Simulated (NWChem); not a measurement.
Atomisation of C₂H₃F₂

```xyz
7

C     -1.3887    -0.0796     0.0000
C      0.0855    -0.2948     0.0000
F      0.7296     0.1284     1.1010
F      0.7296     0.1284    -1.1010
H     -1.6334     1.0095     0.0000
H     -1.8407    -0.5367     0.9003
H     -1.8407    -0.5367    -0.9003
```
Charge 0, spin multiplicity 2.

The numbers come from NWChem runs, not from measurements. All single points use one geometry, from UPBE/def2-SVP, a minimum by its harmonic frequencies.

Basis set: def2-TZVP. The atomisation energy is electronic alone: no zero-point, thermal, spin-orbit or counterpoise terms. No value is extrapolated to the basis-set limit. Free atoms are single determinants with multiplicities C 3, F 2, H 2. Correlated methods freeze the same cores in atoms and molecule, 4 orbitals in all.

The structure started from a generated list of species. The unpaired electrons of the parent sit in orbitals of symmetry a' (Cs labels of the run); other states weren't searched. No SCF solution was tested for a lower state. Open-shell Hartree-Fock references start from PBE0 orbitals.

Question: For the atomisation energy, MP2 gives 624.8 kcal/mol and PBE0 gives 636.0 kcal/mol. What do BLYP, TPSS, LDA (SVWN5) give?

Answer: BLYP: 631.7 kcal/mol; TPSS: 638.8 kcal/mol; LDA (SVWN5): 746.1 kcal/mol.
